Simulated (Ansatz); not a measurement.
The same path of a periodic cell of 17 atoms, Na₁₆H (host Na, host structure bcc, interstitial H) was run twice with different band settings. Lost on the way: Na2–H17. Made: Na4–H17.

Computed with DFT PBE, scalar-relativistic, plane waves, PAW in Ansatz 0.2.0. Settings: cutoff 420 eV, k mesh 2x2x2, gaussian smearing 0.15 eV, no spin polarisation.

Relaxed end points:

```xyz
17
Lattice="8.4600 0.0000 0.0000 0.0000 8.4600 0.0000 0.0000 0.0000 8.4600" Properties=species:S:1:pos:R:3
Na -0.146 -0.005 0.043
Na 4.376 -0.005 0.044
Na -0.093 4.228 -0.048
Na 0.088 -0.003 4.079
Na 2.115 2.200 2.012
Na 4.324 4.228 -0.048
Na 4.143 -0.003 4.079
Na 6.346 2.204 2.270
Na 0.104 4.229 4.323
Na 2.115 6.255 2.011
Na 2.115 2.017 6.396
Na 4.127 4.229 4.323
Na 6.346 6.252 2.271
Na 6.346 1.986 6.289
Na 2.115 6.439 6.397
Na 6.346 6.475 6.293
H 6.344 0.000 7.388
```

```xyz
17
Lattice="8.4600 0.0000 0.0000 0.0000 8.4600 0.0000 0.0000 0.0000 8.4600" Properties=species:S:1:pos:R:3
Na 0.048 -0.003 -0.143
Na 4.081 -0.002 0.084
Na -0.046 4.229 -0.096
Na 0.041 -0.003 4.374
Na 2.015 2.200 2.113
Na 4.321 4.229 0.098
Na 4.079 -0.002 4.139
Na 6.395 2.019 2.113
Na -0.047 4.229 4.321
Na 2.015 6.257 2.114
Na 2.269 2.204 6.340
Na 4.321 4.229 4.126
Na 6.396 6.439 2.113
Na 6.290 1.987 6.338
Na 2.270 6.254 6.340
Na 6.293 6.474 6.339
H 7.390 -0.001 6.348
```

Common settings: climbing image yes; spring 5.0 eV/Å²; optimiser quadratic models (default); end points relaxed.

| run | movable images | start path | force threshold | iteration limit |
| --- | --- | --- | --- | --- |
| 1 | 5 | IDPP | 0.05 eV/Å | 57 |
| 2 | 3 | default | 0.4 eV/Å | 50 |

**Question.** What does each run give, and how far can it be trusted?

**Answer.** Run 1: converged after 8 iterations, highest image 0.013 eV above the first end. By the program's own check the climbing image is of a kind that is not told: the force calls were inconclusive, a negative curvature could not be distinguished from the path's own, the only one lies far off the path, or fixed occupations may fill a level only in part (lowest curvatures found: -0.06 and 0.08 eV/Å²).
Run 2: converged after 1 iterations, highest image 0.092 eV above the first end. The threshold of 0.4 eV/Å is loose, so the images may lie well off the minimum-energy path. The order of the stationary point at the top wasn't checked. Another band between the same ends, with other settings, climbed to 0.01 eV only, so this may not be the lowest route.
Limits of this set-up: coarse k mesh, odd electron count without spin.
